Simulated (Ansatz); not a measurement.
Stepwise reaction of `[NH]=[Nb]([NH2])([NH2])[F]` with water, as a gas-phase model of exchange steps in deposition or etching. ΔE in kJ/mol; ΔG adds harmonic PBE0-D4 terms to CCSD(T)/CBS, at 1 bar.

Gas-phase electronic energies from Ansatz, PBE0-D4/def2-TZVP geometries. CBS: MP2 limit from def2 TZ/QZ plus the TZ coupled-cluster correction, frozen cores. This one scheme is used for every species. DFT in def2-TZVPP. B3LYP here is the variant with VWN-RPA as its local correlation; programs differ in this. Elements past krypton have def2 core potentials. For Nb outer-core shells are correlated without core-valence functions, which leaves a few kJ/mol of doubt a bond. One conformer a species, not always the lowest.

```json
{"step": "1", "reaction": "`[NH]=[Nb]([NH2])([NH2])[F]` + H₂O → `[NH]=[Nb]([NH2])([OH])[F]` + NH₃", "PBE-D4": "-52.6", "B3LYP-D4": "-54.0", "ωB97M-V": "-54.7", "CCSD(T)/CBS": "-48.2", "ΔG(400 K)": "-45.0"}
{"step": "2", "reaction": "`[NH]=[Nb]([NH2])([OH])[F]` + H₂O → `[NH]=[Nb]([OH])([OH])[F]` + NH₃", "PBE-D4": "-48.7", "B3LYP-D4": "-49.4", "ωB97M-V": "-49.9", "CCSD(T)/CBS": "-43.5", "ΔG(400 K)": "-40.7"}
```

(1) By hand: ΔE of the 2 steps together at CCSD(T)/CBS.

Results:

(1) (-48.2) + (-43.5) = -91.7 kJ/mol, or -45.9 kJ/mol a step.

In ΔE the steps differ by no more than 4.7 kJ/mol. All are downhill at CCSD(T)/CBS. ΔG lies between -45.0 and -40.7 kJ/mol a step. PBE-D4 differs from CCSD(T)/CBS by -5.2 to -4.4 kJ/mol a step. Isolated molecules leave out the surface, adducts and barriers. Largest T1 diagnostic: 0.021.
